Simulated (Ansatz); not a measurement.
A structure relaxed at PBE0-D4/def2-TZVP, charge 0, multiplicity 1:

| atom | x (Å) | y (Å) | z (Å) |
| --- | --- | --- | --- |
| O1 | 2.119 | 0.301 | -0.865 |
| C2 | 1.101 | 0.193 | 0.062 |
| O3 | -0.115 | -0.087 | -0.584 |
| Si4 | -1.527 | -0.408 | 0.198 |
| H5 | 1.910 | 1.028 | -1.459 |
| H6 | 0.988 | 1.117 | 0.651 |
| H7 | 1.383 | -0.630 | 0.729 |
| H8 | -2.537 | -0.659 | -0.854 |
| H9 | -1.382 | -1.600 | 1.079 |
| H10 | -1.939 | 0.746 | 1.044 |

Task: Give its formula and SMILES.

Result: CH6O2Si, `OCO[SiH3]`.

Task: Summarise the bond lengths by kind.

Result: 2 × C–O 1.381 to 1.405 Å; 1 × H–O 0.962 Å; 2 × C–H 1.095 to 1.101 Å; 1 × O–Si 1.645 Å; 3 × H–Si 1.480 to 1.490 Å.

Computed with Ansatz.
